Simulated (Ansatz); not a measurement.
The cluster Li₃Si, relaxed as a doublet with UKS PBE-D4/def2-TZVP in Ansatz, starting from the GFN1-xTB geometry. Force threshold 0.02 eV/Å.

The structure comes from a short search, and lower isomers may exist.

Start:

Cartesian coordinates in Å:
```
Li 0.5918 -0.3838 -1.3219
Li 0.3040 1.4249 0.3315
Li 0.4876 -0.9027 1.0827
Si -1.3833 -0.1384 -0.0922
```

```
         step  energy (eV)  largest force component (eV/Å)  SCF passes
            1   -8483.6740                           1.303         204
            2   -8484.1439                           0.722          66
            3   -8484.2942                           0.159          64
            4   -8484.3125                           0.130          52
            5   -8484.3287                           0.083          52
            6   -8484.3567                           0.106          48
            7   -8484.3734                           0.125          46
            8   -8484.3886                           0.089          46
            9   -8484.4092                           0.086          46
           10   -8484.4261                           0.042          46
11 (rejected)   -8484.4241                           0.093          45
           12   -8484.4305                           0.021          41
           13   -8484.4330                           0.023          39
           14   -8484.4335                           0.058          41
           15   -8484.4344                           0.024          38
           16   -8484.4348                           0.005          37
```

Force components are those of the run's own axes.

End:

```xyz
4

Li    0.075   -1.489   -1.873
Li   -0.468    1.947    1.311
Li    0.793   -0.920    1.128
Si   -0.400    0.461   -0.566
```

Bonds lost: Li1–Li2 (atoms count from 1). Metal–metal contacts that move far: Li2–Li3 2.45 to 3.14 Å, Li1–Li3 2.46 to 3.14 Å.

No frequencies were taken in this run, so the end may be a saddle point.

Run time 78 s (4 threads of Intel Xeon on a shared host).
